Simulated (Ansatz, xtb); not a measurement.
Relative energy of two isomers of C4H9BBrN

We compare X, `BrBNC1CCC1`, a singlet, with Y, `C[C@@H]1CCB(Br)N1`, a singlet. Both are isolated molecules in the gas phase, relaxed with r2SCAN-D4/def2-SVP; each stands in its lowest conformer found.

Problem. Estimate E(Y) − E(X) at the level CCSD(T)/def2-SVP + ΔMP2/def2-TZVPP.

Solution. Calculated at CCSD(T)/def2-SVP + ΔMP2/def2-TZVPP: E(Y) − E(X) = −28.6 kcal/mol, so structure Y lies lower.

Level by level:

```csv
level,geometry,E(Y) − E(X) (kcal/mol),departure from the last row (kcal/mol),"job, with rough time for the two"
GFN2-xTB,GFN2-xTB,−7.4,+21.2,"optimisation, 0.4 s"
HF/STO-3G,GFN2-xTB,−30.8,−2.2,"single point, 0.52 s"
r2SCAN-D4/def2-SVP//GFN2-xTB,GFN2-xTB,−30.8,−2.2,"single point, 5.1 s"
r2SCAN-D4/def2-SVP,r2SCAN-D4/def2-SVP,−29.7,−1.1,"optimisation, 57 s"
HF/def2-SVP,r2SCAN-D4/def2-SVP,−28.5,+0.1,part of the CCSD(T) run
MP2/def2-SVP,r2SCAN-D4/def2-SVP,−29.8,−1.2,part of the CCSD(T) run
CCSD(T)/def2-SVP,r2SCAN-D4/def2-SVP,−29.0,−0.4,single point
CCSD(T)/def2-SVP + ΔMP2/def2-TZVPP,r2SCAN-D4/def2-SVP,−28.6,,"single point, 2.4 min"
```

As drawn, Y has 1 C–B, 1 C–H in place of 1 C–C, 1 B–H. Structure X has a 4-membered ring, Y a 5-membered ring.

The levels shown agree on the order. The largest departure from CCSD(T)/def2-SVP + ΔMP2/def2-TZVPP is that of GFN2-xTB, 21.2 kcal/mol. The last row adds to CCSD(T) the change of the MP2 difference between the two basis sets, here +0.4 kcal/mol.

With thermal terms from frequencies at re-optimised GFN2-xTB minima (ideal gas, soft modes damped towards free rotors, one conformer each, 298.15 K, 1 atm): the zero-point term adds +0.8 kcal/mol; ΔH is −27.9 and ΔG −27.2 kcal/mol.

The correlated steps freeze 15 core orbitals; the filled d shell of Br is correlated, in a basis made for valence electrons. Mirror images aren't counted in ΔG. Run with Ansatz 0.2.0, xtb 6.7.1; the last row on 4 threads of Arm Neoverse V1 on a shared host.
